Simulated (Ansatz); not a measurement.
`[CH3][In]([SiH3])[Cl]` + `[OH][Al]([F])[SH]` → `[F][Al]([SiH3])[SH]` + `[CH3][In]([OH])[Cl]`  (redistribution)

Gas-phase electronic energies from Ansatz, PBE0-D4/def2-TZVP geometries. CBS: MP2 limit from def2 TZ/QZ plus the TZ coupled-cluster correction, frozen cores. DFT in def2-TZVPP. B3LYP here is the variant with VWN-RPA as its local correlation; programs differ in this. Elements past krypton have def2 core potentials. For In outer-core shells are correlated without core-valence functions, which leaves a few kJ/mol of doubt a bond. Each species was taken in one conformer, which may not be the lowest.

**Question.** Is it downhill or uphill in electronic energy at CCSD(T)/CBS, and by how much? (Estimate.)

**Answer.** Computed: Uphill: ΔE = +30.3 kcal/mol.

**Question.** What do these levels give: B3LYP-D4, r2SCAN0-D4, BHLYP-D4, PBE-QIDH, PBE, LC-ωPBE, CCSD(T)/def2-SVP, HF/def2-TZVPP, CCSD(T)/def2-TZVPP, HF/def2-QZVPP, SCS-MP2/def2-QZVPP, CCSD/CBS(def2)? (Best estimate.)

**Answer.** The calculation gave: B3LYP-D4 31.3, r2SCAN0-D4 32.8, BHLYP-D4 33.2, PBE-QIDH 31.6, PBE 27.9, LC-ωPBE 29.9, CCSD(T)/def2-SVP 29.9, HF/def2-TZVPP 33.1, CCSD(T)/def2-TZVPP 30.8, HF/def2-QZVPP 33.0, SCS-MP2/def2-QZVPP 31.5, CCSD/CBS(def2) 31.2 kcal/mol.

Largest T1 diagnostic among the species: 0.014.

From r2SCAN to r2SCAN0 (25 % exact exchange), in def2-TZVPP and without D4, ΔE moves by +1.6 kcal/mol. Leaving LDA and LC-ωPBE aside and taking each functional with its dispersion term where it has one, the values, not all of them listed here, spread over 5.3 kcal/mol, from revPBE-D4 to BHLYP-D4. LDA lies +2.2 kcal/mol from PBE without D4.
